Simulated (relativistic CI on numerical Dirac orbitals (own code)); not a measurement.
# Hyperfine structure of Nb26+, mass number 93

Computed by Dirac-Coulomb-Breit CI, separate exchange-only KLI orbitals for each configuration, model QED, unscaled Slater integrals (own radial code, finite nucleus).

CI space (outside the closed core [Ne]): 3s2.3p3, 3s.3p4, 3s2.3p2.3d, 3p5, 3s.3p3.3d, 3p4.3d, 3s.3p2.3d2, 3s2.3p.3d.4p, 3p4.4s, 3s2.3p2.4s, 3s.3p2.3d.4s, 3p4.4p, 3s2.3p.3d2, 3s2.3d3, 3s.3p.3d3, 3s2.3d2.4s, 3p3.3d2, 3p2.3d3, 3p2.3d2.4s, 3s2.3p.3d.4s, 3s.3p.3d2.4s, 3s2.3d.4s2, 3s.3p2.3d.4p, 3s.3p.3d2.4p, 3p2.3d2.4p, 3s.3p.3d.4s.4p. Double excitations out of closed p, d and f shells are left out; levels of such configurations are missing from the list, as are those of other unlisted configurations, and high levels can miss mixing partners.

Nuclear spin I = 9/2, μ = 6.163 μN, Q = -0.32 b (tables of Stone and Pyykkö). The electronic factors are computed for point nuclear moments, without core polarisation or the Bohr-Weisskopf and QED corrections.

| Level | E (cm⁻¹) | A (GHz) | B (GHz) |
| --- | --- | --- | --- |
| 3s2.3p3 2D°_3/2 | 139153 | 10.62 | -8.2 |
| 3s2.3p3 2D°_5/2 | 182246 | 70.06 | 0.0056 |
| 3s2.3p3 2P°_1/2 | 238230 | 204.2 |  |
| 3s2.3p3 2P°_3/2 | 373168 | 38.55 | 17.5 |
| 3s.3p4 4P_5/2 | 680122 | 144.8 | -8.52 |
| 3s.3p4 4P_3/2 | 761472 | 20.82 | 10.8 |
| 3s.3p4 4P_1/2 | 782122 | 424.6 |  |

Levels with J = 0, under 50 % of one LS term, or S terms without an open s electron are left out. Small factors come from cancelling terms and can be off by tens of per cent or more.

At this charge energies of transitions that change n are usually good to better than 1 %, and those within a shell (Δn = 0) to a few per cent.

(1) Give the hyperfine levels of 3s2.3p3 2D°_5/2 relative to its centre of gravity.

## Answers

(1) With K = F(F + 1) − I(I + 1) − J(J + 1), E = AK/2 + B[¾K(K + 1) − I(I + 1)J(J + 1)]/[2I(2I − 1)J(2J − 1)]: F = 2: -963.3, F = 3: -753.1, F = 4: -472.9, F = 5: -122.6, F = 6: 297.7, F = 7: 788.1 GHz.

LS names give the leading component of a level, which can be under half, so a name can repeat, a term be missing and a line seem to break the LS rules.
